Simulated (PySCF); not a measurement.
GeH3NO, SMILES [NH2][Ge][OH] (connectivity only; charge and spin as stated), neutral, multiplicity 1. Atoms are numbered in the order given.

```xyz
6

Ge     0.4540    -0.0511     0.0000
O     -0.7790    -1.3574     0.0000
H     -1.6978    -1.0638     0.0000
N     -0.6616     1.4022     0.0000
H     -1.6729     1.3990     0.0000
H     -0.2947     2.3428     0.0000
```
Charge 0, spin multiplicity 1.

The structure is a stationary point at r2SCAN-D4/def2-TZVP. One conformer was computed; it need not be the lowest.

These are PBE0/pcSseg-2 (PySCF) values and carry that method's errors.

GIAO shieldings, no solvent; atoms listed in one row are averaged. δ = σ(ref) − σ: ⁷³Ge against GeH4 (σ = 1662.5 ppm); ¹⁷O against H2O (σ = 327.8 ppm); ¹H against TMS (σ = 31.54 ppm); ¹⁵N against NH3 (σ = 263.3 ppm), references at their B3LYP-D3(BJ)/def2-TZVP geometries, non-relativistic.

### Question
Estimate the chemical shifts. (The exact figures need the calculation; the answer reports its results.)

### Answer

| nucleus | atoms | count | δ (ppm) |
|---|---|---|---|
| ⁷³Ge | Ge1 | 1 | 545.9 |
| ¹⁷O | O2 | 1 | 173.1 |
| ¹H | H6 | 1 | 4.25 |
| ¹H | H3 | 1 | 4.05 |
| ¹H | H5 | 1 | 3.81 |
| ¹⁵N | N4 | 1 | 134.0 |
